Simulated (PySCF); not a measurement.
**Broadened absorption spectrum of CH6Cl3PSi2**

Species: CH₆Cl₃PSi₂.
Geometry (GFN2-xTB, Å), atoms numbered from 1 in this order:
```xyz
13
CH6Cl3PSi2 angstrom
Cl     2.0052    2.1682    0.0842
Si     1.9687    0.3008    0.8396
P      1.0032   -1.1976   -0.5377
Si    -0.8618   -0.2087   -1.2219
C     -1.9348   -0.1261    0.3816
Cl    -1.5227   -1.5064    1.4139
Cl    -1.5985    1.3858    1.2489
H      1.2571    0.3093    2.1106
H      3.3497   -0.1501    1.0033
H      1.7391   -0.8498   -1.6581
H     -0.8506    1.1531   -1.7580
H     -1.5503   -1.1183   -2.1401
H     -3.0087   -0.1598    0.2159
```

Theory: PySCF, TDDFT CAM-B3LYP/def2-SVPD, vertical, gas phase, core orbitals frozen in the response.

Broadening: Gaussians 0.4 eV wide at half height, area fixed by f = 4.319×10⁻⁹ ∫ε dν̃. The width is an assumption, not a result. The curve ends short of the highest state used, and states not computed would add to its high-energy end.

λ (nm), ε (L mol⁻¹ cm⁻¹) and a bar:
```
    191.1       6800 ##############################
    192.2       6463 #############################
    193.4       6063 ###########################
    194.5       5655 #########################
    195.6       5201 #######################
    196.7       4697 #####################
    197.9       4103 ##################
    199.0       3541 ################
    200.1       2990 #############
    201.3       2436 ###########
    202.4       2002 #########
    203.5       1655 #######
    204.7       1389 ######
    205.8       1246 #####
    206.9       1191 #####
    208.1       1210 #####
    209.2       1280 ######
    210.3       1377 ######
    211.4       1477 #######
    212.6       1569 #######
    213.7       1621 #######
    214.8       1633 #######
    216.0       1597 #######
    217.1       1519 #######
    218.2       1407 ######
    219.4       1254 ######
    220.5       1098 #####
    221.6        938 ####
    222.7        780 ###
    223.9        622 ###
    225.0        492 ##
    226.1        381 ##
    227.3        281 #
    228.4        208 #
    229.5        151 #
    230.7        104 
    231.8         72 
    232.9         49 
    234.1         32 
    235.2         21 
    236.3         14 
    237.4          9 
    238.6          5 
    239.7          3
```

Q: Locate the maxima and give the states behind the curve.

A: 215 nm (5.78 eV), ε about 1600, made up of S1 (99%) (ε in L mol⁻¹ cm⁻¹; maxima over ε = 5, shares over 10%). At its high-energy end, 6.49 eV, the curve is still rising (ε about 6800, from S2, S3, S4 and S5). The states used: S1 5.77 eV (f 0.024); S2 6.32 eV (f 0.039); S3 6.43 eV (f 0.029); S4 6.63 eV (f 0.015); S5 6.68 eV (f 0.073); S6 6.88 eV (f 0.014); S7 6.98 eV (f 0.0041); S8 7.09 eV (f 0.0033).

Q: On this curve, what absorbance would a 10⁻³ mol/L sample give at 222 nm over a 1 cm path?

A: 222 nm is 5.585 eV, where ε is about 880 L mol⁻¹ cm⁻¹, so A = ε c l ≈ 0.88 (Beer–Lambert, with the gas-phase spectrum and the assumed width).

Q: Does any computed singlet lie in the visible range?

A: No computed singlet lies in the visible range (380 to 750 nm); the lowest, at 215 nm, stands 2.51 eV above its violet end (3.26 eV).

Q: Coming from long wavelengths, where does ε first pass 100 L mol⁻¹ cm⁻¹?

A: At about 231 nm (5.37 eV), 0.40 eV below S1.

One conformer stands for the species.

Without π bonds the low states are Rydberg-like; a valence basis with one diffuse set may place them up to an eV too high.
